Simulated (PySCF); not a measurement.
**Tin: a sound run and one with changed settings**

Sound run: Sn [Kr] 4d10 5s2 5p2, Sn⁺ [Kr] 4d10 5s2 5p1. All numbers are calculated (PySCF 2.14, a scalar-relativistic core potential, in def2-TZVP with the def2 core potential (28 electrons)). The sound run starts from symmetry-adapted Hartree-Fock orbitals and uses a fine grid where one is needed.

Changed run: radial step 0.3 in ln r (0.13 in the sound run). This setting is unsound on purpose.

```tsv
species	method	sound run (hartree)	changed run (hartree)	converged
Sn	UHF	-213.33992	-213.33992	yes
Sn	M06-L	-214.39908	-214.37953	yes
Sn	B3LYP	-214.32749	-214.32752	yes
Sn⁺	UHF	-213.08803	-213.08803	yes
Sn⁺	M06-L	-214.14283	-214.12447	yes
Sn⁺	B3LYP	-214.06049	-214.06052	yes
```

Ionisation energy of Sn:

| method | sound run (eV) | changed run (eV) |
| --- | --- | --- |
| UHF | 6.854 | 6.854 |
| M06-L | 6.973 | 6.940 |
| B3LYP | 7.265 | 7.266 |

A coarse radial grid mis-integrates the density and the exchange-correlation energy, with errors of either sign; Hartree-Fock needs no grid.

For comparison, NIST gives 7.344 eV between the lowest levels.
